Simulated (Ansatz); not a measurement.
## Worked example: C2H5Cl + SiH3(SnH3) → C2H8Si + SnH3Cl

Species: C2H5Cl (chloroethane) `CCCl`, singlet; SiH3(SnH3), singlet; C2H8Si `CC[SiH3]`, singlet; SnH3Cl `[Cl][SnH3]`, singlet. The partners trade Cl for SiH3: C–Cl and Sn–SiH3 bonds give way to C–SiH3 and Sn–Cl.

Shapes, held fixed at every level: PBE0-D4/def2-TZVP. Programs: Ansatz 0.2.0. The zero-point and thermal change to 298 K, harmonic and unscaled (PBE0-D4/def2-TZVP), is -0.4 kJ/mol.

At CCSD(T)/def2-TZVPP; 1 Eh = 2625.50 kJ/mol:

```
   species  energy (Eh)
    C2H5Cl  -538.804039
SiH3(SnH3)  -506.285385
    C2H8Si  -369.925981
    SnH3Cl  -675.203811
```

Work out ΔH(298 K) of the reaction at this level.


1. Products less reactants: (-369.925981) + (-675.203811) − [(-538.804039) + (-506.285385)] = -0.040368 Eh = -106.0 kJ/mol.
2. With the thermal change: -106.0 + (-0.4) = -106.4 kJ/mol.

Other levels give -111.5 (MP2/def2-TZVPP) to -90.2 kJ/mol (SPW92/def2-TZVPP). No measured value is set beside it here. For atoms past krypton def2 sets carry core potentials with scalar relativity. Correlated rows may include outer-core shells of Sn, which these sets cover unevenly.
